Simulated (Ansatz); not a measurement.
Input file for Ansatz (a quantum-chemistry and plane-wave program): R-MP2/def2-TZVPP on C2H6OSn (SMILES C[O][Sn][CH3]). Elements past Kr take the def2 small-core potentials; no spin–orbit coupling. The run froze 12 orbitals, filled d shells among them.

Ansatz 0.2 input:
```yaml
crystal:
  periodic: [false, false, false]
  atoms:
    - {symbol: C, position_ang: [-2.11127798, -0.06463664, 0.18640226]}
    - {symbol: O, position_ang: [-0.76761984, -0.02729502, -0.23963864]}
    - {symbol: Sn, position_ang: [0.81139923, 0.05359778, 0.98779598]}
    - {symbol: C, position_ang: [2.20527285, 0.06506801, -0.71287360]}
    - {symbol: H, position_ang: [-2.65583263, 0.79382533, -0.22060650]}
    - {symbol: H, position_ang: [-2.59458851, -0.97532752, -0.18264255]}
    - {symbol: H, position_ang: [-2.21829852, -0.04489101, 1.27960804]}
    - {symbol: H, position_ang: [2.87281285, -0.79935794, -0.66646951]}
    - {symbol: H, position_ang: [2.82630003, 0.96442302, -0.69479691]}
    - {symbol: H, position_ang: [1.63183252, 0.03459400, -1.63915778]}
basis:
  gaussian:
    orbitals: def2-TZVPP
magnetization: {spin_polarized: false}
correlation: {method: mp2, electrons: outside_noble_gas}
scf: {lower_state_search: off}
```

The log:

```
WARN ansatz: RAYON_NUM_THREADS=1 ignored (pool sized by the plan → 1); use --threads N
Functional definition: HF
these checks for a lower state are left out or cut short: stability, starts, cluster_reference, orbital_swaps, neighbouring_geometries, increment
integrals: 0.45 GiB planned
1511 factors; integrals over basis functions are off by at most 1.1e-3 eV
mean field: 0.71 GiB planned
mean field evaluation 1: about -9995.0360 eV, gradient 4.7e1 eV
mean field evaluation 2: about -9995.2213 eV, gradient 4.7e1 eV
mean field evaluation 4: about -10000.1904 eV, gradient 5.4e0 eV
mean field evaluation 8: about -10000.2985 eV, gradient 5.2e-1 eV
mean field -10000.29991723 eV, -367.5042435115 hartree, gradient 2.9e-6 eV, S^2 0.000000; 0 other end points of the search recorded, 0 dependent functions left out
12 core orbitals not correlated
reference -10000.29991723 eV, -367.5042435115 hartree; 12, 12 occupied and 203, 203 virtual orbitals, 1511 factors
second order -18.64136031 eV of doubles, -0.00000000 eV of singles
Total energy: -10018.94127754 eV, -368.1893008672 hartree
Checks for a lower state left out: stability, starts, cluster_reference, orbital_swaps, neighbouring_geometries, increment
```

Self-consistency was reached.

Cost: roughly 8 core-seconds.
